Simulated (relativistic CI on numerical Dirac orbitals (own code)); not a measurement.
Sensitivity of the levels of Ba V to α and to the nuclear radius

Method of calculation: Dirac-Coulomb-Breit CI, KLI orbitals optimised for each configuration, valence Slater integrals scaled by 0.85, P86 correlation energy added to each configuration, derivatives by finite differences, QED left out (own radial code, finite nucleus).

CI space (outside the closed core [Kr] 4d10): 5s²5p⁴, 5s5p⁵, 5s²5p³5d, 5p⁶, 5s²5p³4f, 5s5p⁴5d. Double excitations out of closed p, d and f shells are left out; levels of such configurations are missing from the list, as are those of other unlisted configurations, and high levels can miss mixing partners.

With x = (α/α₀)² − 1 an excitation energy changes as ω = ω₀ + qx; K = 2q/ω₀ is the relative enhancement. Terms are leading LS components, so labels can repeat. The field-shift factor is F = δν/δ⟨r²⟩ for the transition from the lowest level.

Lowest level 5s²5p⁴ ³P2.

```csv
Level,ω₀ (cm⁻¹),q (cm⁻¹),K,F (GHz/fm²)
5s²5p⁴ ³P0,11858.5,5925,0.999,-0.352
5s²5p⁴ ³P1,16248.2,20100,2.47,-0.864
5s²5p⁴ ¹D2,24714.8,19200,1.55,-0.77
5s²5p⁴ ¹S0,52126.8,34730,1.33,-1.98
5s5p⁵ ³P°2,136254.7,26470,0.389,-28
5s5p⁵ ³P°1,144967.8,31750,0.438,-26.4
5s5p⁵ ³P°0,153513.6,43630,0.568,-26.6
5s²5p³4f ⁵F3,160922.6,21720,0.27,-2.73
5s²5p³4f ⁵F4,161109.2,22510,0.279,-2.73
5s²5p³4f ⁵F2,161684.0,24370,0.301,-2.84
5s²5p³4f ⁵F1,161898.5,25340,0.313,-2.9
5s²5p³4f ⁵F5,162360.9,25010,0.308,-2.78
5s²5p³5d ⁵D°3,165074.7,8954,0.108,2.07
5s²5p³5d ⁵D°2,165292.4,9070,0.11,1.78
5s²5p³5d ⁵D°0,165720.4,13040,0.157,-0.000588
5s²5p³5d ⁵D°1,166152.5,13960,0.168,0.25
5s²5p³4f ³F3,166353.7,19470,0.234,-2.52
5s²5p³5d ⁵D°4,166444.3,11080,0.133,2.07
5s²5p³5d ¹P°1,170677.9,33010,0.387,-16.3
5s²5p³5d ³D°2,173077.2,7755,0.0896,1.92
5s²5p³4f ³F2,173788.8,27570,0.317,-2.86
5s²5p³4f ³F4,173893.3,29230,0.336,-2.93
5s²5p³4f ³G3,177344.3,32230,0.363,-3.14
```

At this charge configurations can still be misplaced by up to about 7 % of their energy. Levels and lines within the n = 5 or 6 shells can be off by up to 10 % or somewhat more, and those that change n by about 2 %, since core polarisation is missing. Levels that differ in their count of f electrons can be misplaced by several ten thousand cm⁻¹, since the correlation energy of f electrons is missing or only estimated; rates across such gaps can be off by orders of magnitude.
